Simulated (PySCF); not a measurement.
**I (iodine, neutral) across methods**

[Kr] 4d10 5s2 5p5, 2P determinant. All numbers are calculated (PySCF 2.14, the spin-free X2C one-electron Hamiltonian (Gaussian nucleus), in Sapporo-DKH3-DZP-2012).

| method | E (hartree) | mean ε 5s β (eV) | mean ε 5p α (eV) | mean ε 5p β (eV) | Σ⟨r²⟩ (bohr²) | ⟨S²⟩ |
| --- | --- | --- | --- | --- | --- | --- |
| r2SCANh | -7115.12 | -17.960 | -8.187 | -7.374 | 61.38 | 0.753 |
| TPSS | -7114.82 | -17.066 | -7.487 | -6.782 | 61.48 | 0.752 |
| PBE0 | -7114.79 | -18.661 | -8.599 | -7.827 | 61.39 | 0.752 |
| UHF | -7112.19167 | -22.663 | -11.407 | -10.339 | 61.94 | 0.757 |
| LC-wPBE | -7114.68 | -21.935 | -11.273 | -10.506 | 61.07 | 0.753 |
| wB97X-V | -7114.85 | -21.488 | -10.844 | -10.169 | 61.38 | 0.752 |
| LDA | -7108.60 | -17.288 | -7.494 | -6.835 | 61.54 | 0.751 |
| PBE | -7114.71 | -16.963 | -7.377 | -6.678 | 61.61 | 0.751 |

Estimate the same row for r2SCAN.

E (hartree) = -7115.13; mean ε 5s β (eV) = -17.325; mean ε 5p α (eV) = -7.747; mean ε 5p β (eV) = -6.953; Σ⟨r²⟩ (bohr²) = 61.41; ⟨S²⟩ = 0.753.
